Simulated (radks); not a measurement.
Values are calculated unless marked as measured or tabulated.
The rhenium ion Re3+, configuration [Xe] 4f14 5d4 (the NIST ground configuration).

Code: a radial shooting solver on a logarithmic mesh with Libxc functionals. Model: scalar-relativistic Kohn-Sham, PBE, spin-unpolarised, spherical densities, point nucleus.

Energy parts (hartree):
| part | energy |
|---|---|
| total | -16690.2908 |
| kinetic | 18448.2521 |
| electron-nucleus | -41240.6074 |
| Hartree | 6431.5980 |
| exchange-correlation | -329.5335 |

Orbitals (lengths in bohr, moments of r in powers of bohr; r(max) is where P^2 peaks):
1s: occ. 2; eigenvalue (hartree) -2634.847; r(max) 0.01124
2s: occ. 2; eigenvalue (hartree) -457.7396; r(max) 0.06451
2p: occ. 6; eigenvalue (hartree) -399.5547; r(max) 0.05303
3s: occ. 2; eigenvalue (hartree) -106.8225; r(max) 0.1819
3p: occ. 6; eigenvalue (hartree) -89.66874; r(max) 0.1803
3d: occ. 10; eigenvalue (hartree) -70.23885; r(max) 0.1469
4s: occ. 2; eigenvalue (hartree) -23.16503; r(max) 0.4125
4p: occ. 6; eigenvalue (hartree) -17.53967; r(max) 0.4330
4d: occ. 10; eigenvalue (hartree) -10.48554; r(max) 0.4433
5s: occ. 2; eigenvalue (hartree) -4.22726; r(max) 0.9368
5p: occ. 6; eigenvalue (hartree) -2.81278; r(max) 1.058
4f: occ. 14; eigenvalue (hartree) -2.65583; r(max) 0.4168
5d: occ. 4; eigenvalue (hartree) -1.21493; r(max) 1.374

The highest occupied level is 5d at -33.060 eV. For comparison, the ionisation energy in NIST's Atomic Spectra Database is 39 eV (theoretical). In exact Kohn-Sham theory the highest level is minus the ionisation energy, but local and semilocal functionals leave it too shallow, through self-interaction and a potential that decays too fast; potentials with the right tail come closer. Summed over all electrons, <r^2> = 36.59 bohr^2, which gives a Langevin (diamagnetic) susceptibility term of -29 x 10^-6 cm^3/mol. The density falls to 0.001 e/bohr^3 at r = 3.43 bohr.

Beside tabulated values, note that spin-unpolarised runs miss the spin-polarisation part of the exchange energy of open shells.
